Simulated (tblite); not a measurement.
All values are computed: GFN2-xTB (tblite) harmonic vibrations without scaling, gas phase. Against measured fundamentals such values can be off by several per cent, at times by over 20. Modes of hydrogen on silicon can be 10 to 20 % off. One conformer each. Thermal functions are those of the rigid rotor and harmonic oscillator, without mixing of conformers.

**Question.** Order these by their heat capacity Cp at 298.15 K, highest first (cal/(mol K)).
A. `CC(=O)Cl`
B. `C=C[C@@H](C)CC[S@](C)=O`
C. `C[C@@]1(CCl)CCC1=S`
D. `CCO[Si@H](O)[SiH2][SiH2]C#N`
E. `[CH2-]c1ccc(Cl)cc1`

**Answer.** D (53.5), B (44.6), C (33.9), E (30.2), A (16.6).

| SMILES | atoms | mass (u) | symmetry number | modes under 300 cm⁻¹ | ZPE (kcal/mol) | S translation (cal/(mol K)) | S rotation | S vibration | S | Cp |
| --- | --- | --- | --- | --- | --- | --- | --- | --- | --- | --- |
| CCO[Si@H](O)[SiH2][SiH2]C#N | 20 | 177.01 | 1 | 11 | 83.3 | 41.4 | 30.7 | 52.6 | 124.8 | 53.5 |
| C=C[C@@H](C)CC[S@](C)=O | 23 | 146.08 | 1 | 9 | 121.8 | 40.9 | 29.9 | 39.5 | 110.3 | 44.6 |
| C[C@@]1(CCl)CCC1=S | 17 | 148.01 | 1 | 6 | 84.0 | 40.9 | 29.6 | 25.1 | 95.6 | 33.9 |
| [CH2-]c1ccc(Cl)cc1 | 14 | 125.02 | 2 | 3 | 63.3 | 40.4 | 27.2 | 15.2 | 82.8 | 30.2 |
| CC(=O)Cl | 7 | 77.99 | 1 | 1 | 28.9 | 39.0 | 25.0 | 6.9 | 70.9 | 16.6 |

Entropies and Cp are for 298.15 K and 1 bar.
